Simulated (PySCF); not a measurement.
Job for PySCF: R-HF/3-21G on CH5BO (SMILES BOC), a point of a torsion scan.

```python
from pyscf import gto, scf, dft, mp
from pyscf.data.elements import chemcore

mol = gto.M(
    atom='''
    B     1.33612319   -0.09346058    0.23943016
    O     0.13618517    0.29477887    0.63278060
    C    -1.04639024    0.11000639   -0.10413948
    H     1.51591727   -0.67598973   -0.77347747
    H     2.21307088    0.16889545    0.97039022
    H    -0.93831503   -0.67717621   -0.85526346
    H    -1.84466350   -0.15901285    0.59107175
    H    -1.31111328    1.04765900   -0.59934903
    ''',
    basis='3-21g',
    charge=0, spin=0, verbose=3, max_memory=1800)
mf = scf.RHF(mol)
mf.conv_tol = 1e-8
mf.max_cycle = 100
mf.kernel()
if not mf.converged:
    mf = mf.newton().run(mf.mo_coeff, mf.mo_occ)
```

The log:

```
converged SCF energy = -139.568110170381
```

The run converged.

Cost: around 0.23 core-seconds (rough).
